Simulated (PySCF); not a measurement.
# SnGe⁺: from constants to spectrum

UHF-CCSD(T) constants of SnGe⁺, ⁴Σ⁻ (quartet), unpaired electrons σ ↑, π ↑↑ (Sn cc-pVDZ-PP with ECP28, Ge cc-pVDZ-PP with ECP10; scalar-relativistic core potentials (PySCF 2.14); masses 119.9022 and 73.9212 u):

- ωe: 208.8 cm⁻¹
- ωexe: 0.638 cm⁻¹
- Be: 0.053236 cm⁻¹
- αe: 0.000201 cm⁻¹
- De to Sn⁺ + Ge: 2.33 eV

(1) What force constant and bond length do these constants imply?

(2) Estimate the centrifugal constant D from the Kratzer relation and find the Dunham coefficient a1.

Correlated steps freeze 8 core orbitals. Correlated levels converge slowly with the basis: in double zeta they bind strong bonds too weakly, by up to about 1 eV, and carry superposition errors of some tenths. Spin–orbit coupling is left out, which matters for elements this heavy, above all for dissociation energies. For an ion De counts to the pair picked by the measured ionisation energies or electron affinities, which need not be the lowest pair at this level. The state is the lowest determinant that a PBE0 search found; another state may lie lower at other levels.

## Answers

(1) Reduced mass μred = 45.729 u; k = 5.8918×10⁻⁷·μred·ωe² (u, cm⁻¹, mdyn/Å) = 1.17 mdyn/Å; Re = √(16.8576/(μred·Be)) (u, cm⁻¹, Å) = 2.631 Å.

(2) D = 4Be³/ωe² = 1.38e-08 cm⁻¹; a1 = −1 − αeωe/(6Be²) = -3.47.
